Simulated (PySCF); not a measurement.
**Magnetisability: SMILES FC(F)O[c+]1cc1Br, [C4H2BrF2O]+, charge +1**

Geometry:
```
atom   x (Å)   y (Å)   z (Å)
  F1  -1.116   1.613  -0.565
  C2  -1.473   0.348  -0.734
  F3  -2.066  -0.061   0.379
  O4  -0.290  -0.432  -0.928
  C5   0.598  -0.420  -0.020
  C6   1.825  -0.846   0.453
  C7   1.079   0.022   1.236
 Br8   0.859   0.996   2.726
  H9  -2.119   0.217  -1.615
 H10   2.711  -1.432   0.303
```

Total charge +1.

Computed, not measured: PySCF, GIAO B3LYP/pcSseg-1 magnetisability, rotational g tensor and spin-rotation constants, non-relativistic, gas phase. Geometry: GFN2-xTB.

The calculation is non-relativistic, which matters for the atoms heavier than Zn. For an ion the centre-of-mass motion in the field is neglected.

(1) How diamagnetic is it, and how anisotropic?

(2) Split it along the inertial axes a, b, c into diamagnetic and paramagnetic parts about the centre of mass, with the quadrupole moment.

(3) And the rotational g tensor?

## Answers

(1) Isotropic -1147 × 10⁻³⁰ J/T², or -69.1 × 10⁻⁶ cm³/mol; principal values -1383, -1084, -974 × 10⁻³⁰ J/T², anisotropy 366 × 10⁻³⁰ J/T² (root of half the summed squared differences of the principal values). The susceptibility is in cgs units.

(2) 
| axis | χ (10⁻⁶ cm³/mol) | diamagnetic (10⁻⁶ cm³/mol) | paramagnetic (10⁻⁶ cm³/mol) | summed x² of all electrons (Å²) | quadrupole Θ (D Å) |
| --- | --- | --- | --- | --- | --- |
| a | -60.6 | -536.8 | 476.3 | 272.6 | +13.55 |
| b | -63.4 | -1292.3 | 1229.0 | 94.5 | +5.30 |
| c | -83.3 | -1557.4 | 1474.2 | 32.0 | -18.85 |

Anisotropies 2χaa − χbb − χcc = +25.4 and 2χbb − χaa − χcc = +17.1 × 10⁻⁶ cm³/mol. Θ is traceless in Buckingham's convention.

(3) 
| axis | rotational constant (GHz) | g | nuclear part | electronic part |
| --- | --- | --- | --- | --- |
| a | 2.4185 | -0.0242 | 0.5169 | -0.5411 |
| b | 0.8449 | -0.0054 | 0.4824 | -0.4878 |
| c | 0.7021 | +0.0067 | 0.4930 | -0.4863 |

Asymmetric top; isotopes 79Br, 12C, 19F, 1H, 16O; no vibrational averaging.
